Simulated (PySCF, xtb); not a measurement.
CH5FGeO, SMILES [O]([GeH2][F])C.

xtb 6.7.1 with GFN2-xTB at its own geometry gives an orbital gap of 7.69 eV and a dipole moment of 2.29 D.

Geometry: PBE0-D3(BJ)/def2-SVP. One conformer was computed; it need not be the lowest.

Q: What does PBE0/def2-TZVP in PySCF give? (An estimate is asked for; the answer gives what the named calculation found.)

A: gap 8.76 eV (levels -8.34 and 0.42 eV), dipole 1.83 D.
